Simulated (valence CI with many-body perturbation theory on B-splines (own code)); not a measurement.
Results of a calculation; reference values are marked as such.
Sensitivity of CI+MBPT for Ce¹⁷⁺

Level of theory: configuration interaction combined with many-body perturbation theory (CI+MBPT): five valence electrons over a frozen Dirac-Fock core [Kr], radial functions for each j: 6 s, 6 p, 5 d, 5 f, 1 g, with the one-electron correlation potential Σ1, the two-electron term Σ2, the three-electron term Σ3, Breit, model QED; selected CI, second order for the rest, scaled by the run's own slope (own B-spline code, finite nucleus).

No measured levels were compared; by estimate terms of the open shell hold to 2 to 4 % of their energy, and close levels can change places. Among the levels kept, up to 380 cm⁻¹ of a level comes from second order outside the variational space, and about a tenth of that is noise between levels of different J, which matters for small intervals. Only levels of the ground parity were solved; by the run's estimate the other parity begins above the list, which can be wrong where configurations are misplaced.

The reference run has the lowest level (4d3/2^3 4d5/2^2) J=5/2 [a] and an ionisation energy of 472.757 eV. Its largest variational space holds 9963 state functions.

Levels are named by their leading jj configuration (3d3/2^4 stands for four electrons in 3d with j = 3/2), which in mixed levels can hold well under half, so a name can repeat and another be missing. Letters in brackets count levels of one name in rising energy.

Changed runs:
A. averaging of valence orbitals over low configurations on → off
B. cutoff of virtual states (hartree) 6728 → 27000
C. lowest core n in screening and Σ2 2 → 1
D. start configuration 4d5 → 5d5 (bad on purpose)

Excitation energies of the reference run in cm⁻¹, and shifts in cm⁻¹:

| Level | Reference | A | B | C |
| --- | --- | --- | --- | --- |
| (4d3/2^4 4d5/2) J=5/2 | 35405 | +19 | -0.1 | 0 |
| (4d3/2^3 4d5/2^2) J=7/2 [a] | 50668 | +25 | 0 | 0 |
| (4d3/2^3 4d5/2^2) J=3/2 | 53005 | +16 | 0 | 0 |
| (4d3/2^3 4d5/2^2) J=11/2 | 53893 | +27 | 0 | 0 |
| (4d3/2^3 4d5/2^2) J=5/2 [b] | 56658 | +22 | +0.1 | 0 |
| (4d3/2^3 4d5/2^2) J=9/2 | 57268 | +27 | +0.1 | 0 |
| (4d3/2^3 4d5/2^2) J=1/2 | 62355 | +13 | +0.1 | 0 |
| (4d3/2^2 4d5/2^3) J=7/2 [a] | 70596 | +27 | +0.1 | -0.1 |
| (4d3/2^3 4d5/2^2) J=5/2 [c] | 74846 | +20 | +0.1 | -0.1 |
| (4d3/2^2 4d5/2^3) J=11/2 | 81302 | +36 | +0.1 | -0.1 |
| (4d3/2^3 4d5/2^2) J=7/2 [b] | 82167 | +35 | +0.1 | -0.1 |
| (4d3/2^2 4d5/2^3) J=1/2 | 83420 | +19 | +0.2 | -0.1 |
| Ionisation energy (eV) | 472.757 | +0.008 | +3.5e-05 | 0 |

Run D: It gave no result: the start configuration must fill the lowest shells above the core. The program said: "5d is not the lowest shell of its kind above the core".
